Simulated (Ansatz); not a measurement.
A nudged elastic band was laid between two geometries of C2H3AlO (7 atoms, charge 0, multiplicity 1).

Theory: RKS r2SCAN-D4/def2-SVP in Ansatz.

```
movable images  : 7
climbing image  : yes
spring          : 5.0 eV/Å²
optimiser       : quadratic models (default)
start path      : IDPP
force threshold : 0.03 eV/Å
iteration limit : 60
end points      : relaxed
```

Initial state:

```xyz
7
Properties=species:S:1:pos:R:3
O -0.441 -2.017 1.632
C 0.084 -1.307 0.872
C 0.613 -0.456 0.013
Al -0.375 1.084 -0.571
H 1.627 -0.669 -0.345
H -1.835 1.304 0.004
H 0.326 2.060 -1.604
```

Final state:

```xyz
7
Properties=species:S:1:pos:R:3
O -0.437 -2.011 1.635
C 0.088 -1.304 0.872
C 0.615 -0.457 0.009
Al -0.376 1.083 -0.570
H 1.627 -0.671 -0.354
H 0.316 2.059 -1.609
H -1.833 1.302 0.017
```

Problem. Which bonds break or form, and what moves?

Solution. No bond is made or broken. The dihedral C2–C3–Al4–H7 goes from -180 to 0°. The two ends are copies of one structure, up to a mirror image or an exchange of like atoms.

Problem. Give the energies along the band, and the barrier.

Solution. It converged. The highest image is number 4 of 0 to 8, 0.35 eV above the ends, which have the same energy within 2 meV. A vibrational analysis at the climbing image gives one clearly imaginary mode, 306i cm⁻¹: a first-order saddle point.

```tsv
image	path coordinate (Å)	energy (eV)	dihedral C2–C3–Al4–H7 (°)
0	0.00	0.00	-180
1	0.58	0.04	156
2	1.15	0.16	133
3	1.73	0.29	111
4	2.30	0.35	91
5	2.88	0.29	71
6	3.45	0.16	48
7	4.03	0.04	23
8	4.60	0.00	0
```

Problem. What is the geometry of the highest image?

Solution. 
```xyz
7
Properties=species:S:1:pos:R:3
O 0.799 -1.434 2.155
C 0.606 -1.084 1.056
C 0.357 -0.632 -0.151
Al -0.574 1.023 -0.561
H 0.714 -1.258 -0.981
H -2.148 1.016 -0.764
H 0.246 2.368 -0.754
```

Problem. What are the harmonic wavenumbers there?

Solution. 306i, 116, 291, 529, 541, 565, 581, 695, 808, 994, 1309, 1934, 1939, 2235, 3161 cm⁻¹.

The run took 3.4 min on 1 thread of Arm Neoverse V1, on a shared host, peak memory 0.13 GiB.
